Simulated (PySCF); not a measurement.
## Continuum solvent and chemical shifts

Molfile (atoms numbered from 1):
```
C3H14OSi3
     RDKit          3D

 21 20  0  0  0  0  0  0  0  0999 V2000
   -3.1778   -1.1408    0.4294 C   0  0  0  0  0  0  0  0  0  0  0  0
   -1.6651   -1.1256    0.6338 C   0  0  0  0  0  0  0  0  0  0  0  0
   -0.7513    0.0898   -0.4654 Si  0  0  1  0  0  4  0  0  0  0  0  0
   -1.2664    1.8591   -0.1306 C   0  0  0  0  0  0  0  0  0  0  0  0
    0.8889   -0.0797   -0.1924 O   0  0  0  0  0  0  0  0  0  0  0  0
    2.2318    0.6192    0.4817 Si  0  0  0  0  0  4  0  0  0  0  0  0
    4.1148   -0.5156   -0.3271 Si  0  0  0  0  0  4  0  0  0  0  0  0
   -3.6708   -1.8898    1.0686 H   0  0  0  0  0  0  0  0  0  0  0  0
   -3.4443   -1.3776   -0.6135 H   0  0  0  0  0  0  0  0  0  0  0  0
   -3.6318   -0.1651    0.6663 H   0  0  0  0  0  0  0  0  0  0  0  0
   -1.2365   -2.1250    0.4435 H   0  0  0  0  0  0  0  0  0  0  0  0
   -1.4149   -0.8882    1.6830 H   0  0  0  0  0  0  0  0  0  0  0  0
   -0.9987   -0.2472   -1.9020 H   0  0  0  0  0  0  0  0  0  0  0  0
   -0.6932    2.5622   -0.7551 H   0  0  0  0  0  0  0  0  0  0  0  0
   -2.3349    2.0087   -0.3529 H   0  0  0  0  0  0  0  0  0  0  0  0
   -1.1001    2.1269    0.9253 H   0  0  0  0  0  0  0  0  0  0  0  0
    2.1743    0.5337    1.9771 H   0  0  0  0  0  0  0  0  0  0  0  0
    2.3081    2.0736    0.1247 H   0  0  0  0  0  0  0  0  0  0  0  0
    4.0461   -1.9639    0.0400 H   0  0  0  0  0  0  0  0  0  0  0  0
    4.1900   -0.4005   -1.8164 H   0  0  0  0  0  0  0  0  0  0  0  0
    5.3622    0.0675    0.2611 H   0  0  0  0  0  0  0  0  0  0  0  0
  1  2  1  0
  2  3  1  0
  3  4  1  0
  3  5  1  0
  5  6  1  0
  6  7  1  0
  1  8  1  0
  1  9  1  0
  1 10  1  0
  2 11  1  0
  2 12  1  0
  3 13  1  6
  4 14  1  0
  4 15  1  0
  4 16  1  0
  6 17  1  0
  6 18  1  0
  7 19  1  0
  7 20  1  0
  7 21  1  0
M  END
```

GIAO PBE0/pcSseg-1 in PySCF 2.14.0 with density-fitted response routines on one PBE0-D3(BJ)/def2-SVP conformer, non-relativistic, equivalent nuclei averaged. Solvents enter as an IEF-PCM continuum (dichloromethane with ε = 8.9, methanol with ε = 32.6) around the gas-phase geometry. Shifts are referred to TMS computed in the same medium.

Gas phase, δ in ppm: C2 10.8, C1 7.0, C4 -2.9, Si3 10.1, Si6 -27.7, Si7 -106.8, H18 5.43, H17 5.39, H13 4.87, H19/H20/H21 3.48, H8/H9/H10 0.86, H11 0.80, H12 0.58, H14/H15/H16 0.25. Dipole moment 1.32 D.

(1) How does each δ change in the continuum?

(2) Which nuclei move most (in ppm), and what does the model miss?

Answers

(1) 
```json
{"atoms": "C2", "environment": "sp3 CH2 bonded to Si", "Δδ, dichloromethane": "+0.5", "Δδ, methanol": "+0.6"}
{"atoms": "C1", "environment": "methyl carbon", "Δδ, dichloromethane": "+0.3", "Δδ, methanol": "+0.3"}
{"atoms": "C4", "environment": "methyl carbon bonded to Si", "Δδ, dichloromethane": "+0.2", "Δδ, methanol": "+0.3"}
{"atoms": "Si3", "environment": "silicon bonded to 2 C, O, H", "Δδ, dichloromethane": "+1.2", "Δδ, methanol": "+1.4"}
{"atoms": "Si6", "environment": "silicon bonded to O, Si, 2 H", "Δδ, dichloromethane": "+0.7", "Δδ, methanol": "+0.9"}
{"atoms": "Si7", "environment": "silicon bonded to Si, 3 H", "Δδ, dichloromethane": "0.0", "Δδ, methanol": "0.0"}
{"atoms": "H18", "environment": "hydrogen on a silicon bonded to O, Si", "Δδ, dichloromethane": "-0.03", "Δδ, methanol": "-0.03"}
{"atoms": "H17", "environment": "hydrogen on a silicon bonded to O, Si", "Δδ, dichloromethane": "-0.04", "Δδ, methanol": "-0.04"}
{"atoms": "H13", "environment": "hydrogen on a silicon bonded to 2 C, O", "Δδ, dichloromethane": "-0.12", "Δδ, methanol": "-0.14"}
{"atoms": "H19/H20/H21", "environment": "hydrogen on a silicon bonded to Si", "Δδ, dichloromethane": "-0.05", "Δδ, methanol": "-0.06"}
{"atoms": "H8/H9/H10", "environment": "hydrogen on a methyl carbon", "Δδ, dichloromethane": "+0.01", "Δδ, methanol": "+0.02"}
{"atoms": "H11", "environment": "hydrogen on an sp3 CH2 bonded to Si", "Δδ, dichloromethane": "-0.02", "Δδ, methanol": "-0.03"}
{"atoms": "H12", "environment": "hydrogen on an sp3 CH2 bonded to Si", "Δδ, dichloromethane": "+0.08", "Δδ, methanol": "+0.10"}
{"atoms": "H14/H15/H16", "environment": "hydrogen on a methyl carbon bonded to Si", "Δδ, dichloromethane": "+0.07", "Δδ, methanol": "+0.08"}
```

Changes are relative to the gas phase. The dipole moment becomes 1.63 D in dichloromethane, 1.69 D in methanol.

(2) Si3 (silicon bonded to 2 C, O, H, +1.4 ppm) in methanol. A continuum only polarises the solute; specific hydrogen bonds, the anisotropy of aromatic solvents and changes of geometry or conformer are outside it.
